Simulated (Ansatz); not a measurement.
`[OH][GeH]([OH])[GeH3]` + `F[SiH](F)S` → `F[SiH](F)[S][GeH3]` + `[OH][GeH2][OH]`  (cleavage of the Ge–Ge bond)

Calculated with Ansatz (gas phase, PBE0-D4/def2-TZVP geometries, no zero-point term in ΔE). CBS: MP2 limit from def2 TZ/QZ plus the TZ coupled-cluster correction, frozen cores. DFT in def2-TZVPP. For Ge outer-core shells are correlated without core-valence functions, which leaves a few kJ/mol of doubt a bond. Scalar relativity is left out up to krypton. One conformer a species, not always the lowest.

```json
{"level": "ωB97M-V", "ΔE (kJ/mol)": "-26.4", "difference from CCSD(T)/CBS": "-0.3"}
{"level": "PBE", "ΔE (kJ/mol)": "-17.7", "difference from CCSD(T)/CBS": "8.4"}
{"level": "MP2/def2-TZVPP", "ΔE (kJ/mol)": "-31.2", "difference from CCSD(T)/CBS": "-5.1"}
{"level": "SCS-MP2/def2-TZVPP", "ΔE (kJ/mol)": "-31.3", "difference from CCSD(T)/CBS": "-5.2"}
{"level": "CCSD/def2-TZVPP", "ΔE (kJ/mol)": "-24.8", "difference from CCSD(T)/CBS": "1.3"}
{"level": "CCSD(T)/def2-TZVPP", "ΔE (kJ/mol)": "-25.6", "difference from CCSD(T)/CBS": "0.5"}
{"level": "SCS-MP2/def2-QZVPP", "ΔE (kJ/mol)": "-32.2", "difference from CCSD(T)/CBS": "-6.1"}
{"level": "HF/CBS(def2)", "ΔE (kJ/mol)": "-34.9", "difference from CCSD(T)/CBS": "-8.8"}
{"level": "MP2/CBS(def2)", "ΔE (kJ/mol)": "-31.7", "difference from CCSD(T)/CBS": "-5.6"}
{"level": "CCSD/CBS(def2)", "ΔE (kJ/mol)": "-25.3", "difference from CCSD(T)/CBS": "0.8"}
{"level": "CCSD(T)/CBS", "ΔE (kJ/mol)": "-26.1", "difference from CCSD(T)/CBS": "0"}
```

Largest T1 diagnostic among the species: 0.012.

From PBE to PBE0 (25 % exact exchange), in def2-TZVPP and without D4, ΔE moves by −4.4 kJ/mol. In def2-TZVPP, CCSD(T) changes the Hartree–Fock value by +9.0 kJ/mol (the triples alone add −0.8 kJ/mol) and MP2 by +3.4 kJ/mol.
